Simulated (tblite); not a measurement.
C9H17Al.
Geometry (GFN2-xTB, Å), atoms numbered from 1 in this order:
```
atom  x, y, z in Å
C1     2.4450   -0.6052    0.8786
C2     2.9691    0.3315   -0.2250
C3     1.7408    0.7222   -1.0550
C4     0.6732   -0.3324   -0.7481
C5    -0.7196    0.2154   -1.0795
C6    -1.8785   -0.7833   -0.8549
C7    -2.4661   -0.7296    0.5676
C8    -2.8478    0.7129    0.9737
Al9   -1.2585    1.6576    0.2174
C10    0.9235   -0.5973    0.7325
H11    2.7583   -0.2847    1.8715
H12    2.8201   -1.6181    0.7243
H13    3.4540    1.2111    0.1961
H14    3.7039   -0.1837   -0.8441
H15    1.3465    1.6920   -0.7181
H16    1.9644    0.7965   -2.1183
H17    0.8755   -1.2492   -1.3168
H18   -0.6986    0.4392   -2.1560
H19   -2.6824   -0.5326   -1.5533
H20   -1.5622   -1.8080   -1.0741
H21   -1.7291   -1.1159    1.2743
H22   -3.3352   -1.3936    0.6130
H23   -3.0804    0.7409    2.0437
H24   -3.7842    0.9829    0.4633
H25   -0.6145    3.0334    0.4894
H26    0.4734   -1.5216    1.0902
H27    0.4894    0.2458    1.3014
```

Level: GFN2-xTB in tblite, geometry and Hessian alike; calculated harmonic values, unscaled, isolated species. This tight-binding method is rough: wavenumbers can miss measured ones by several per cent, in bad cases by 10 to 20. Modes of hydrogen on aluminium can be 10 to 20 % off. One conformer, not necessarily the lowest.

Harmonic wavenumbers (cm⁻¹): 26.5, 69.7, 84.5, 100.9, 172.4, 184.1, 237.4, 274.9, 346.7, 395.8, 457.6, 472.3, 515.6, 527.7, 574.6, 607.0, 629.4, 684.2, 798.1, 827.3, 839.4, 877.0, 905.5, 935.8, 965.2, 985.5, 994.7, 1003.7, 1031.7, 1034.4, 1055.1, 1094.3, 1115.7, 1117.3, 1132.3, 1157.5, 1175.4, 1183.9, 1204.1, 1220.8, 1239.6, 1244.9, 1261.2, 1271.4, 1290.7, 1303.2, 1313.4, 1320.1, 1333.9, 1336.9, 1345.3, 1454.3, 1461.8, 1473.1, 1481.0, 1488.4, 1500.9, 1509.9, 1797.2, 2787.1, 2860.5, 2865.1, 2873.9, 2891.1, 2920.2, 2926.3, 2927.2, 2947.6, 2974.2, 2975.0, 2992.3, 3000.2, 3005.8, 3006.5, 3012.2.

A = 2155, B = 730.0, C = 698.8 MHz; mass 152.115 u (most abundant isotopes); point group C1, symmetry number 1.

**Question.** Zero-point energy?

**Answer.** Half the sum of the wavenumbers: 51204 cm⁻¹ = 612.54 kJ/mol.

**Question.** What is S at 350 K and 1 bar for an ideal gas of classical rigid rotors and harmonic oscillators?

**Answer.** Translation 174.85, rotation 127.77, vibration 172.26: S = 474.9 J/(mol K).

**Question.** And Cp and H(350 K) − H(0)?

**Answer.** Cp = 223.19 J/(mol K), of which vibrations give 189.93 (their classical limit is 75 R = 623.6); H(350 K) − H(0) = 42.92 kJ/mol without the zero-point energy, 31.28 from vibrations.

**Question.** Which modes carry the vibrational entropy at 350 K?

**Answer.** 26.5 cm⁻¹: 26.75; 69.7 cm⁻¹: 18.74; 84.5 cm⁻¹: 17.15; 100.9 cm⁻¹: 15.69; 172.4 cm⁻¹: 11.35; 184.1 cm⁻¹: 10.83 J/(mol K); the other 69 give 71.76 together.

**Question.** What must be added to the electronic energy to get the Gibbs energy at 350 K and 1 bar?

**Answer.** ZPE + [H(350 K) − H(0)] − T·S = 612.54 + 42.92 − 166.21 = 489.25 kJ/mol.

Hindered rotation and anharmonicity are outside this model. Other conformers, if any are populated, would add a mixing term that is left out. The structure is chiral; the term R ln 2 for an equal mix with its mirror image is left out.
